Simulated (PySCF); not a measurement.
## Levels of Ga¹²⁺ from EOM-EA-GCCSD

Reference: closed-shell Ga¹³⁺, [Ar]; one electron is added. Calculated with PySCF 2.14, two-component X2C-1e with screened spin-orbit coupling, an even-tempered Gaussian basis (19 s from 0.32 bohr⁻², ratio 2.6; 14 p from 0.41 bohr⁻², ratio 2.6; 6 d from 0.42 bohr⁻², ratio 2.8; 3 f from 12 bohr⁻², ratio 2.8); frozen [Ne]; the 62 highest virtual spinors dropped; of the others 50 kept and the rest restored at second order. No Breit or QED terms. Binding energies in eV.

| level | Koopmans | second order | EOM-CCSD |
| --- | --- | --- | --- |
| 3d3/2 | 354.74 | 356.23 | 356.02 |
| 3d5/2 | 353.97 | 355.44 | 355.24 |

For comparison, the ionisation energy of Ga¹²⁺ is 356 ± 3 eV (theoretical estimate listed by NIST; NIST Atomic Spectra Database, ionization energies).

Only part of the computed levels is shown.
